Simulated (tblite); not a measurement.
A tight-binding relaxation on `OB(O)[C@@H]1CCC[AsH]C1`.

Computed with GFN2-xTB geometry optimisation, gas phase (tblite 0.8.0). Start geometry: from a force field or distance geometry. The input is one job of a driver script: a line of settings, then coordinates in Å.

Command:
```bash
OMP_NUM_THREADS=1 python probes_run.py task.json out
```

Input:
```
{"job": {"kind": "relax", "xc": "GFN2-xTB", "basis": "xTB"}, "charge": 0, "multiplicity": 1}
O      2.266100    -1.070200    -0.943700
B      1.864200    -0.333300     0.250000
O      2.814600    -0.322600     1.395900
C      0.710300     0.762700     0.259600
C     -0.473400     0.356900     1.102700
C     -1.268600    -0.805400     0.561100
C     -2.220000    -0.198300    -0.460400
As    -1.035200     0.222400    -1.986600
C      0.392400     1.265300    -1.106600
H      2.002800    -2.015700    -0.841200
H      2.291100    -0.416600     2.231800
H      1.159000     1.632100     0.799000
H     -0.148800     0.062600     2.133400
H     -1.118900     1.264700     1.174000
H     -0.652700    -1.541000     0.028400
H     -1.804000    -1.346800     1.372500
H     -3.058600    -0.840200    -0.711500
H     -2.552200     0.756200    -0.027500
H     -0.397500    -1.112000    -2.519200
H     -0.044300     2.291500    -0.964000
H      1.264600     1.404600    -1.748000
```

Output:
```
step      E/eV     max force
  0    -777.32715    3.138
  1    -777.86565    2.043
  2    -778.17656    1.736
  3    -778.30270    1.481
  4    -778.59021    1.180
  5    -778.68956    1.149
  6    -778.89519    0.884
  7    -778.96945    0.959
  8    -779.06302    0.986
  9    -779.14371    0.834
... (105 lines left out)
115    -779.43783    0.014
116    -779.43786    0.014
117    -779.43789    0.019
118    -779.43793    0.016
119    -779.43796    0.012
120    -779.43798    0.010
121    -779.43799    0.012
122    -779.43801    0.012
123    -779.43802    0.013
124    -779.43803    0.008
```

«max force» is the largest atomic force in eV/Å.

**Question.** From which step on does the largest force stay under 0.1 eV/Å, and how much energy is left to gain from there?

**Answer.** From step 85 (0.064 eV/Å), 4.4 meV above the end.

Main results: energy lowered by 48.7 kcal/mol over 124 steps; largest atomic force 0.008 eV/Å at the end.

**Question.** Give the final coordinates.

**Answer.** 0.498 Å rms from the input after alignment:
```
atom  x, y, z in Å
O1     2.2369   -0.7434   -1.1312
B2     1.7460   -0.4510    0.0897
O3     2.1472   -1.2255    1.1346
C4     0.7611    0.8125    0.2415
C5    -0.4129    0.5478    1.1962
C6    -1.2887   -0.6223    0.7529
C7    -2.0817   -0.3093   -0.5082
As8   -0.9339    0.0899   -2.0804
C9     0.2679    1.3196   -1.1127
H10    2.8399   -1.4875   -1.1514
H11    1.7801   -1.0123    1.9903
H12    1.3555    1.6233    0.6932
H13   -0.0240    0.3430    2.1996
H14   -1.0321    1.4478    1.2665
H15   -0.6540   -1.4971    0.5778
H16   -1.9808   -0.8739    1.5646
H17   -2.7374   -1.1515   -0.7513
H18   -2.7277    0.5575   -0.3321
H19   -0.1075   -1.1497   -1.9104
H20   -0.2893    2.2567   -0.9794
H21    1.1265    1.5423   -1.7503
```

Time: 0.86 s. Hardware: Intel Xeon 6975P-C, one thread, no GPU (shared host).
Labels such as C1 count atoms from 1, the log's own numbers from 0.
